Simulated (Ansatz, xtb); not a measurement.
Stretching the Ga1–H6 bond in GaGeH5 (SMILES [GaH2][GeH3]) (multiplicity 1 held, fragments rigid). Energies count from the point at 1.575 Å.
Geometry at that point (charge 0, multiplicity 1):
```xyz
7

Ga    -1.2304    -0.0777    -0.2920
Ge     1.1573     0.0702     0.2737
H      1.9820    -1.1429    -0.1997
H      1.7871     1.3290    -0.3615
H      1.3593     0.1998     1.7986
H     -2.2172     1.0451     0.2026
H     -1.8013    -1.2698    -1.1461
```

R- and RO- levels are restricted; in cc, def2 and unpolarised 6-31G sets they are followed outwards from rest. U- levels take the lowest unrestricted solution at each point, which mixes spins at long bonds. Active spaces are followed from a long bond inwards. Left out are points that failed, MP2 points in a non-variational dive below the minimum, coupled-cluster points behind a sign of a changed root (a jump of the amplitudes, or a one-step jump against full CI or MRCI), small-basis points behind a change of solution, and semi-empirical points at long bonds. Curves can end on different states.

Frozen-core correlation. Filled d and f shells under p-block atoms count as core.

The values were computed with Ansatz (a quantum-chemistry and plane-wave program) with Gaussian orbitals; xtb for the GFN methods. Values without a source in brackets are computed. The GFN methods have no spin term and hold the electronic entropy of 300 K.

Energies in kcal/mol.

| R (Å) | GFN2-xTB | U-CCSD/cc-pVDZ | R-CCSD(T)/cc-pVDZ | U-CCSD(T)/cc-pVDZ | R-CCSDT(Q)/cc-pVDZ | FIC-MRCISD+Q on CASSCF(2,2)/cc-pVDZ |
|---|---|---|---|---|---|---|
| 1.260 | 23.9 | 27.9 | 28.0 | 28.0 | 28.1 | 27.9 |
| 1.417 | 4.2 | 5.9 | 5.9 | 5.9 | 6.0 | 5.8 |
| 1.575 | 0.0 | 0.0 | 0.0 | 0.0 | 0.0 | 0.0 |
| 1.732 | 1.5 | 2.7 | 2.6 | 2.6 | 2.6 | 2.7 |
| 1.889 | 5.3 | 9.7 | 9.5 | 9.5 | 9.5 | 9.6 |
| 2.126 | 13.2 | 23.5 | 23.1 | 23.1 | 22.9 | 23.1 |
| 2.362 | 22.5 | 37.8 | 36.9 | 37.1 | 36.6 | 36.8 |
| 2.755 | 39.1 | 58.1 | 55.7 | 56.7 | 55.3 | 55.5 |
| 3.149 | 54.7 | 70.7 | 67.5 | 69.6 | 67.2 | 67.5 |
| 3.621 | 69.7 | 76.3 | 73.2 | 76.1 | 74.1 | 74.5 |
| 4.251 | 82.1 | 77.7 | 72.4 | 77.7 | 76.9 | 77.6 |
| 5.038 | left out | 77.9 | 68.9 | 78.0 | 77.5 | 78.3 |

Doubts at one or more of the structures used: a spin-contaminated determinant (U-CCSD/cc-pVDZ, U-CCSD(T)/cc-pVDZ); T1 above 0.05 (U-CCSD/cc-pVDZ, R-CCSD(T)/cc-pVDZ, U-CCSD(T)/cc-pVDZ, R-CCSDT(Q)/cc-pVDZ); a restricted determinant that unrestricted orbitals would lower (R-CCSD(T)/cc-pVDZ, R-CCSDT(Q)/cc-pVDZ); other coupled-cluster roots lie near (R-CCSD(T)/cc-pVDZ, R-CCSDT(Q)/cc-pVDZ).
